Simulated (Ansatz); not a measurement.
`[NH2][Zr]([NH2])([NH2])[OH]`, one more setting.

```yaml
crystal:
  periodic: [false, false, false]
  atoms:
    - {symbol: N, position_ang: [1.022608, 1.041648, 1.309450]}
    - {symbol: Zr, position_ang: [-0.026051, 0.161577, -0.211401]}
    - {symbol: N, position_ang: [-1.834359, -0.394009, 0.568439]}
    - {symbol: N, position_ang: [0.963591, -1.564439, -0.689036]}
    - {symbol: O, position_ang: [-0.218131, 1.334534, -1.738200]}
    - {symbol: H, position_ang: [1.816971, 1.658143, 1.204554]}
    - {symbol: H, position_ang: [0.747272, 1.034004, 2.281456]}
    - {symbol: H, position_ang: [-2.092432, -1.339539, 0.813560]}
    - {symbol: H, position_ang: [-2.652828, 0.194132, 0.648013]}
    - {symbol: H, position_ang: [0.880842, -2.075732, -1.557263]}
    - {symbol: H, position_ang: [1.714938, -1.968551, -0.147850]}
    - {symbol: H, position_ang: [-0.322412, 1.918242, -2.481713]}
basis:
  gaussian: {orbitals: def2-mTZVP}
hamiltonian: {xc: {name: r2SCAN0}, dispersion: d3bj}
```

```sh
$ ansatz run in.yaml --threads 4 --pin off --events-out ev --progress --plain --max-ram 11315MiB
```

Shortened log:

```
Warning: the engine holds no damping parameters fitted to this dispersion correction and functional, so the run takes those fitted to r2scan0 beside the three-body term, which d3bj leaves out (hamiltonian.dispersion, under Limitations)
Functional definition: r2SCAN0
1258 factors; their error is unknown
mean field evaluation 1: about -7889.5004 eV, gradient 1.2e2 eV
mean field evaluation 2: about -7835.7979 eV, gradient 1.9e2 eV
mean field evaluation 4: about -7913.2247 eV, gradient 7.2e0 eV
mean field evaluation 8: about -7913.3749 eV, gradient 1.8e-1 eV
mean field evaluation 16: about -7913.3750 eV, gradient 2.7e-5 eV
mean field -7913.37496232 eV, -290.8111659872 hartree, gradient 2.7e-5 eV, S^2 0.000000; 0 other end points of the search recorded, 0 dependent functions left out
reference -7913.37499006 eV, -290.8111670065 hartree; 24, 24 occupied and 111, 111 virtual orbitals, 1258 factors
Total energy: -7913.45559327 eV, -290.8141291198 hartree
```

Hardware: 4 threads of an Arm Neoverse V1 on a shared host. Wall time 3.1 s, peak host memory 0.3 GiB.
